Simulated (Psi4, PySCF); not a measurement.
CH₃FOZn (SMILES C[O][Zn][F]), singlet, geometry from GFN2-xTB (such geometries of metal compounds can be far from the true shape). Base run: B3LYP/6-31G, TDDFT (PySCF).

Input for PySCF:
```python
from pyscf import gto, scf, dft, tdscf

mol = gto.Mole()
mol.atom = '''
    Zn   -0.478321    0.273589    0.069626
    F    -1.090672    0.381005    1.654661
    O     0.999043   -0.541931   -0.327150
    C     1.723892   -0.783496   -1.498569
    H     2.068143    0.138339   -1.975468
    H     2.598855   -1.357243   -1.174470
    H     1.162975   -1.381399   -2.222174
'''
mol.basis = '6-31g'
mol.charge = 0
mol.spin = 0
mol.verbose = 4
mol.build()

mf = dft.RKS(mol)
mf.xc = 'b3lyp'
mf.kernel()
td = mf.TDDFT()
td.nstates = 5
td.kernel()
td.analyze()
```

Programs used: Psi4, PySCF; a row that names a program was run with it.

The base run was repeated with changes; each row names its change, and settings that it needs were set with it.

| change | first excitation (eV) | oscillator strength of the first | second (eV) |
|---|---|---|---|
| base | 3.16 | 0.003 | 4.31 |
| functional = m062x | 3.58 | 0.005 | 4.47 |
| nstates = 10 | 3.16 | 0.003 | 4.31 |
| conv_tol = 1e-3 | 3.16 | 0.003 | 4.31 |
| nstates = 2 | 3.16 | 0.003 | 4.31 |
| functional = wb97x | 3.79 | 0.004 | 4.80 |
| functional = hf | 5.12 | 0.006 | 5.78 |
| functional = bhandhlyp | 3.83 | 0.004 | 4.81 |
| functional = camb3lyp | 3.52 | 0.003 | 4.62 |
| code = psi4 | 3.16 | 0.003 | 4.31 |

An iterative solver can miss low states, so a row lists the states that it found.
